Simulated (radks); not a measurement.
Values are calculated unless marked as measured or tabulated.
Task: These are the eigenvalues of the occupied orbitals of an atom or ion with whole-number occupations (hartree). Level of theory: non-relativistic Kohn-Sham, PBE, spin-polarised, spherical densities, point nucleus (a radial shooting solver on a logarithmic mesh with Libxc functionals).

orbital  eigenvalue
1s up     -34.98611
1s down   -34.88318
2s up      -4.90074
2s down    -4.66019
2p up      -4.11530

Which element is it, and in what charge state? The configuration may be excited. Open shells, if any, are filled with parallel spins first.

Result: Z = 10, neon, charge +4: Ne4+ in [He] 2s2 2p2. The list shows which subshells hold electrons but not how many an open one holds; the 1s level, -34.986 hartree, gives Z - s = 8.4 by -(Z - s)^2/2, which with screening narrows Z to a few neighbours, and the depths of the outer levels then fix element, charge and occupations together.
